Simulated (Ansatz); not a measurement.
Process, species as SMILES: [F][Ge] (F-Ge) → F atom + Ge atom
B3LYP-D3(BJ)/def2-TZVP geometries, fixed; electronic energies without zero-point terms.

Energies in hartree at MP2 with Ansatz (an electronic-structure program); the atomisation energy is their sum with the coefficients shown, times 627.509 kcal/mol a hartree. All functions are spherical. Cores are frozen (with 3d on Ga to Br). Open shells are unrestricted. No added dispersion term, no relativity.

```
species         coefficient          part      cc-pVDZ      cc-pVTZ      cc-pVQZ
--------------  -----------  ------------  -----------  -----------  -----------
[F][Ge] (F-Ge)           -1  Hartree-Fock  -2174.77857  -2174.88902  -2174.90277
[F][Ge] (F-Ge)           -1   correlation     -0.24579     -0.32563     -0.35521
F atom                   +1  Hartree-Fock    -99.37524    -99.40552    -99.41377
F atom                   +1   correlation     -0.14060     -0.19983     -0.22144
Ge atom                  +1  Hartree-Fock  -2075.29166  -2075.36107  -2075.36359
Ge atom                  +1   correlation     -0.04017     -0.05006     -0.05352
```

Question: Predict the atomisation energy in cc-pV5Z (X = 5): let each Hartree-Fock step shrink by the ratio of the last two, and fit each correlation energy at X = 3 and 4 to E + A/X^3. Compare with the run.

Answer: 
- [F][Ge] (F-Ge): steps -0.11045 and -0.01375, ratio 0.124, so Hartree-Fock -2174.90448 (run: -2174.90560); A = (-0.32563 - (-0.35521))/(1/27 - 1/64) = 1.3815, correlation -0.35521 - A/64 + A/125 = -0.36574 (run: -0.36810).
- F atom: steps -0.03028 and -0.00825, ratio 0.272, so Hartree-Fock -99.41601 (run: -99.41605); A = (-0.19983 - (-0.22144))/(1/27 - 1/64) = 1.0092, correlation -0.22144 - A/64 + A/125 = -0.22914 (run: -0.23068).
- Ge atom: steps -0.06941 and -0.00252, ratio 0.036, so Hartree-Fock -2075.36368 (run: -2075.36384); A = (-0.05006 - (-0.05352))/(1/27 - 1/64) = 0.1616, correlation -0.05352 - A/64 + A/125 = -0.05475 (run: -0.05524).
Predicted 129.67 kcal/mol; the run in cc-pV5Z gives 130.45, a miss of -0.78. Keeping the value in cc-pVQZ, 129.05, would miss by -1.40. All sums are of the energies as printed.
